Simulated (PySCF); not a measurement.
# Rh²⁺: ionisation energy

Rh²⁺ [Kr] 4d7 (4F) → Rh³⁺ [Kr] 4d6 (5D), as a difference of total energies. Calculation: PySCF 2.14, in aug-cc-pwCVDZ-PP with ECP28MDF; a scalar-relativistic core potential. Correlated levels: valence: 4s2 4p6 frozen. The calculations carry no spin-orbit coupling.

| method | ionisation energy (eV) | difference from reference (eV) |
| --- | --- | --- |
| UHF | 29.318 | -1.742 |
| MP2 (valence) | 30.539 | -0.521 |
| SCS-MP2 (valence) | 30.700 | -0.360 |
| CCSD (valence) | 30.483 | -0.577 |
| CCSD(T) (valence) | 30.521 | -0.539 |

Reference: 31.06 eV (semi-empirical (NIST evaluation); NIST Atomic Spectra Database, ionization energies).

The reference lies between the lowest fine-structure levels, while these numbers refer to the centres of the terms.

Errors of the correlated levels include the incompleteness of this basis and the frozen core.
